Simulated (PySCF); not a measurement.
FHI2Si. Atoms are numbered in the order given.

```xyz
5

Si     0.4502    -0.9393     0.0000
F     -0.4785    -2.2610     0.0000
I     -0.0365     0.3289    -2.0052
I     -0.0365     0.3289     2.0052
H      1.8684    -1.3626     0.0000
```
Charge 0, spin multiplicity 1.

Geometry: PBE0-D3(BJ)/def2-SVP. The def2 effective core potentials stand for the cores of I; spin–orbit coupling is left out.

These are PBE0-D3(BJ)/def2-SVP run with PySCF values and carry that method's errors.

Frequencies are harmonic and unscaled.

| mode | ν (cm⁻¹) | IR (km/mol) | Raman (Å⁴/amu) | depolarisation | moving atoms (share of kinetic energy) |
|---|---|---|---|---|---|
| 1 | 86 | 0.1 | 4.5 | 0.59 | I 83 %, Si 10 % |
| 2 | 183 | 3.6 | 1.4 | 0.75 | F 83 %, I 16 % |
| 3 | 210 | 3.0 | 3.6 | 0.37 | F 51 %, Si 29 %, I 19 % |
| 4 | 346 | 24.2 | 12.1 | 0.13 | Si 73 %, I 17 % |
| 5 | 433 | 141.5 | 3.5 | 0.75 | Si 81 %, I 12 % |
| 6 | 752 | 274.0 | 14.1 | 0.75 | H 93 % |
| 7 | 801 | 51.3 | 14.2 | 0.59 | H 90 % |
| 8 | 914 | 150.2 | 3.7 | 0.02 | F 55 %, Si 43 % |
| 9 | 2298 | 62.9 | 195.9 | 0.20 | H 97 % |
